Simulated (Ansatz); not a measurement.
CH$_{8}$SSi$_{3}$, SMILES `[SiH3][SiH]1C[SiH2]S1`, relaxed with RKS PBE0-D4/def2-TZVP in Ansatz from a PBE-D4/def2-SVP geometry. The force threshold is 0.005 eV/Å; the program also tests the step.

The species carries charge 0 and has multiplicity 1.

Start:

```xyz
13

Si   -2.051   -1.157    0.263
Si   -0.044   -0.555   -0.801
C     0.484    1.256   -0.507
Si    1.913    0.729    0.638
S     1.648   -1.413    0.307
H    -2.178   -2.655    0.333
H    -3.254   -0.601   -0.457
H    -2.030   -0.602    1.664
H    -0.029   -0.972   -2.250
H     0.848    1.738   -1.438
H    -0.282    1.906   -0.040
H     1.701    1.116    2.078
H     3.273    1.209    0.209
```

Task: By how much does the energy fall, and how many steps does the optimiser take? (Estimate.)

Result: The calculation gave: 5.68 kJ/mol, in 16 steps.

Task: Which bonds change most? (Estimate.)

Result: The calculation gave: Si2–S5 from 2.197 to 2.163 Å; Si4–S5 from 2.184 to 2.151 Å; C3–Si4 from 1.905 to 1.880 Å.

Task: Give the relaxed structure. (Estimate.)

Result: The calculation gave: 
```xyz
13

Si   -2.081   -1.166    0.223
Si   -0.031   -0.551   -0.717
C     0.469    1.250   -0.448
Si    1.948    0.743    0.595
S     1.615   -1.375    0.419
H    -2.200   -2.647    0.274
H    -3.219   -0.618   -0.567
H    -2.157   -0.624    1.607
H     0.040   -0.968   -2.146
H     0.740    1.764   -1.372
H    -0.268    1.847    0.090
H     1.880    1.199    2.008
H     3.264    1.145    0.033
```
